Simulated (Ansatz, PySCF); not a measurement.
C₃H₅BF₂, SMILES C=C(F)B(C)F. Atoms are numbered in the order given.

```xyz
11

C      1.9059     0.4366     0.1172
C      0.6868     0.2089    -0.3803
F      0.4716     0.3537    -1.6999
B     -0.5623    -0.2286     0.4620
C     -1.9759    -0.4488    -0.1531
F     -0.3631    -0.3757     1.7718
H      2.7412     0.7386    -0.5202
H      2.0717     0.3180     1.1890
H     -2.6082    -1.1103     0.4560
H     -2.4772     0.5362    -0.1978
H     -1.9254    -0.8129    -1.1892
```
Charge 0, spin multiplicity 1.

Coordinates come from a PBE0-D3(BJ)/def2-SVP optimisation. This is a generated structure with no PubChem entry under its InChIKey; it may be hypothetical. The values are those of a single conformer.

Two levels are set side by side: PBE-D3(BJ)/def2-SVP (Ansatz, a first-principles code) and PBE0-D3(BJ)/def2-SVP (Ansatz). Each level has its own optimised geometry; the coordinates shown are those of the second. Frequencies come from the Hessian of PySCF at each geometry. Differences are taken from unrounded values.

```
quantity                            PBE0-D3(BJ)
----------------------------------  -----------
mean bond length (Å)                      1.263
bond C1–C2 (Å)                            1.336
bond C2–F3 (Å)                            1.345
bond C2–B4 (Å)                            1.569
bond B4–C5 (Å)                            1.557
bond B4–F6 (Å)                            1.333
bond C1–H7 (Å)                            1.093
bond C1–H8 (Å)                            1.091
bond C5–H9 (Å)                            1.099
bond C5–H10 (Å)                           1.106
bond C5–H11 (Å)                           1.099
highest harmonic wavenumber (cm⁻¹)         3299
mean harmonic wavenumber (cm⁻¹)            1272
zero-point energy (kcal/mol)              49.08
```

Task: What does PBE-D3(BJ) give, and how far is it from PBE0-D3(BJ)? (The exact figures need the calculation; the answer reports its results.)

Result: 
```tsv
quantity	PBE-D3(BJ)	PBE-D3(BJ) minus PBE0-D3(BJ)
mean bond length (Å)	1.272	0.009
bond C1–C2 (Å)	1.349	0.012
bond C2–F3 (Å)	1.360	0.015
bond C2–B4 (Å)	1.574	0.005
bond B4–C5 (Å)	1.564	0.006
bond B4–F6 (Å)	1.346	0.013
bond C1–H7 (Å)	1.101	0.008
bond C1–H8 (Å)	1.099	0.008
bond C5–H9 (Å)	1.107	0.008
bond C5–H10 (Å)	1.115	0.008
bond C5–H11 (Å)	1.108	0.008
highest harmonic wavenumber (cm⁻¹)	3204	-94
mean harmonic wavenumber (cm⁻¹)	1229	-43
zero-point energy (kcal/mol)	47.44	-1.64
```

GGA bonds tend to be longer and softer than those of functionals with exact exchange. Differences between two approximate levels are no errors against the true value.
